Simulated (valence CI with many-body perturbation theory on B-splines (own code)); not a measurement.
## Tl LXXVI: electric-dipole lines

Calculated by valence CI with perturbative core correlation (CI+MBPT): four valence electrons over a frozen Dirac-Fock core [He], a basis of 11 s, 11 p, 10 d, 8 f, 5 g, 2 h functions for each j, with the one-electron correlation potential Σ1, the two-electron term Σ2, the three-electron term Σ3, Breit, model QED; selected CI, second order for the rest, scaled by the run's own slope (own B-spline code, finite nucleus).

The last digits are not significant, and no measured levels were compared; by estimate large intervals hold to a few tenths of a per cent, small ones and those within an open d or f shell to about a per cent. Among the levels kept, up to 1200 cm⁻¹ of a level comes from second order outside the variational space, and about a tenth of that is noise between levels of different J, which matters for small intervals.

Lines 51 to 100 of 528 in falling wavelength, among levels below 18459 eV, chosen from the strongest by gf and those to the six lowest levels. Wavelengths and rates use the calculated energies. Electric multipoles are in the length gauge, E1 and E2 with the static RPA response of the core. Weak lines are less certain than strong ones. Lines between different terms over intervals too small for the method are left out, as are lines whose strength nearly cancels. The highest levels of a list are the least certain.

Levels are named by their leading jj configuration (3d3/2^4 stands for four electrons in 3d with j = 3/2), which in mixed levels can hold well under half, so a name can repeat and another be missing. Letters in brackets count levels of one name in rising energy.

```csv
λ vac (Å),Upper,Lower,A (s⁻¹),S (a.u.)
37.19,(2s 2p1/2^2 4p3/2) J=1,(2s^2 2p1/2 4p3/2) J=1,1.67e+11,1.27e-02
37.10,(2s 2p1/2^2 2p3/2) J=2,(2s^2 2p1/2 2p3/2) J=2,1.87e+10,2.35e-03
35.20,(2s 2p1/2^2 2p3/2) J=2,(2s^2 2p1/2 2p3/2) J=1,2.38e+10,2.56e-03
29.67,(2s 2p1/2 2p3/2^2) J=1 [a],(2s^2 2p3/2^2) J=2,3.89e+10,1.50e-03
29.12,(2s 2p1/2 2p3/2^2) J=2 [b],(2s^2 2p3/2^2) J=2,3.12e+10,1.90e-03
28.96,(2p1/2^2 2p3/2 3d5/2) J=4,(2s 2p1/2 2p3/2 3d5/2) J=5,9.42e+10,1.02e-02
28.59,(2s 2p1/2^2 2p3/2) J=1,(2s^2 2p1/2 2p3/2) J=2,7.02e+10,2.43e-03
27.44,(2s 2p1/2^2 2p3/2) J=1,(2s^2 2p1/2 2p3/2) J=1,1.55e+10,4.75e-04
17.74,(2s 2p1/2 2p3/2 3d3/2) J=3 [b],(2s 2p1/2 2p3/2 3p1/2) J=2 [b],9.76e+11,1.88e-02
17.67,(2s 2p1/2 2p3/2 3d3/2) J=1 [d],(2s 2p1/2 2p3/2 3p1/2) J=1 [c],1.07e+12,8.72e-03
17.66,(2s 2p1/2 2p3/2 3d3/2) J=2 [d],(2s 2p1/2 2p3/2 3p1/2) J=1 [c],1.31e+12,1.79e-02
17.55,(2s^2 2p1/2 3d3/2) J=1,(2s^2 2p1/2 3p1/2) J=0,1.32e+12,1.06e-02
17.52,(2s 2p1/2 2p3/2 3d3/2) J=2 [b],(2s 2p1/2 2p3/2 3p1/2) J=2 [b],1.42e+12,1.88e-02
17.26,(2s 2p1/2 2p3/2 3d3/2) J=1 [b],(2s 2p1/2 2p3/2 3p1/2) J=2 [b],1.91e+12,1.46e-02
17.25,(2s 2p3/2^2 3p3/2) J=3,(2s 2p3/2^2 3s) J=2 [a],1.38e+12,2.45e-02
17.16,(2s^2 2p3/2 3d5/2) J=4,(2s 2p1/2 2p3/2 3s) J=3,5.54e+11,1.24e-02
17.15,(2s^2 2p3/2 3d3/2) J=2,(2s^2 2p3/2 3p1/2) J=2,1.04e+12,1.29e-02
17.12,(2s 2p1/2 2p3/2 3d3/2) J=2 [a],(2s 2p1/2 2p3/2 3p1/2) J=2 [a],1.06e+12,1.31e-02
17.11,(2s^2 2p3/2 3d3/2) J=2,(2s^2 2p3/2 3p1/2) J=1,1.08e+12,1.33e-02
17.11,(2p1/2^2 2p3/2 3d3/2) J=2,(2p1/2^2 2p3/2 3p1/2) J=2,1.05e+12,1.29e-02
17.09,(2p1/2^2 2p3/2 3d3/2) J=2,(2p1/2^2 2p3/2 3p1/2) J=1,1.08e+12,1.33e-02
17.07,(2s 2p3/2^2 3d3/2) J=2,(2s 2p3/2^2 3p1/2) J=3,5.08e+11,6.23e-03
17.05,(2s 2p1/2^2 3d3/2) J=1,(2s 2p1/2^2 3p1/2) J=0,1.48e+12,1.08e-02
17.04,(2s 2p3/2^2 3d3/2) J=2,(2s 2p3/2^2 3p1/2) J=2 [a],1.75e+12,2.13e-02
17.03,(2s 2p3/2^2 3d3/2) J=3,(2s 2p3/2^2 3p1/2) J=3,1.25e+12,2.13e-02
17.03,(2s 2p1/2^2 3d3/2) J=1,(2s 2p1/2^2 3p1/2) J=1,7.71e+11,5.63e-03
17.01,(2s 2p1/2 2p3/2 3d3/2) J=2 [c],(2s 2p1/2 2p3/2 3p1/2) J=2 [c],5.02e+11,6.11e-03
17.00,(2s 2p3/2^2 3d3/2) J=3,(2s 2p3/2^2 3p1/2) J=2 [a],9.70e+11,1.65e-02
17.00,(2s 2p1/2 2p3/2 3p3/2) J=1 [a],(2s 2p1/2 2p3/2 3s) J=1 [a],2.54e+12,1.85e-02
16.99,(2s 2p1/2^2 3p3/2) J=1,(2s 2p1/2^2 3s) J=0,2.17e+12,1.58e-02
16.98,(2s 2p3/2^2 3d3/2) J=4,(2s 2p3/2^2 3p1/2) J=3,2.19e+12,4.77e-02
16.96,(2s 2p1/2 2p3/2 3d3/2) J=2 [c],(2s 2p1/2 2p3/2 3p1/2) J=1 [b],1.55e+12,1.86e-02
16.95,(2s 2p3/2^2 3d3/2) J=1,(2s 2p3/2^2 3p1/2) J=2 [a],2.33e+12,1.68e-02
16.94,(2s 2p3/2^2 3p3/2) J=1,(2s 2p3/2^2 3s) J=2 [a],3.27e+12,2.36e-02
16.94,(2s^2 2p3/2 3d3/2) J=3,(2s^2 2p3/2 3p1/2) J=2,2.20e+12,3.69e-02
16.91,(2p1/2^2 2p3/2 3d3/2) J=3,(2p1/2^2 2p3/2 3p1/2) J=2,2.21e+12,3.69e-02
16.90,(2p1/2^2 2p3/2 3p3/2) J=1,(2p1/2^2 2p3/2 3s) J=1,2.49e+12,1.78e-02
16.90,(2s 2p1/2 2p3/2 3d3/2) J=3 [c],(2s 2p1/2 2p3/2 3p1/2) J=2 [c],2.21e+12,3.69e-02
16.89,(2s 2p1/2^2 3d3/2) J=2,(2s 2p1/2^2 3p1/2) J=1,2.19e+12,2.60e-02
16.87,(2s 2p1/2 2p3/2 3d3/2) J=3 [a],(2s 2p1/2 2p3/2 3p1/2) J=2 [a],2.00e+12,3.32e-02
16.86,(2s 2p1/2 2p3/2 3d3/2) J=2 [a],(2s 2p1/2 2p3/2 3p1/2) J=1 [a],1.11e+12,1.31e-02
16.86,(2s^2 2p1/2 3d3/2) J=2,(2s^2 2p1/2 3p1/2) J=1,2.22e+12,2.62e-02
16.81,(2s 2p1/2 2p3/2 3p3/2) J=2 [b],(2s 2p1/2 2p3/2 3s) J=2 [b],2.21e+12,2.59e-02
16.81,(2s 2p1/2 2p3/2 3d3/2) J=4,(2s 2p1/2 2p3/2 3p1/2) J=3,2.20e+12,4.64e-02
16.80,(2s^2 2p3/2 3p3/2) J=1,(2s^2 2p3/2 3s) J=1,2.76e+12,1.93e-02
16.79,(2s^2 2p3/2 3d3/2) J=1,(2s^2 2p3/2 3p1/2) J=1,1.85e+12,1.29e-02
16.77,(2p1/2^2 2p3/2 3d3/2) J=1,(2p1/2^2 2p3/2 3p1/2) J=1,1.87e+12,1.30e-02
16.77,(2s 2p1/2 2p3/2 3d3/2) J=1 [a],(2s 2p1/2 2p3/2 3p1/2) J=1 [a],1.91e+12,1.33e-02
16.74,(2s 2p1/2 2p3/2 3p3/2) J=2 [c],(2s 2p1/2 2p3/2 3s) J=1 [c],2.91e+12,3.36e-02
16.74,(2s 2p1/2 2p3/2 3p3/2) J=3 [c],(2s 2p1/2 2p3/2 3s) J=2 [c],2.94e+12,4.76e-02
```
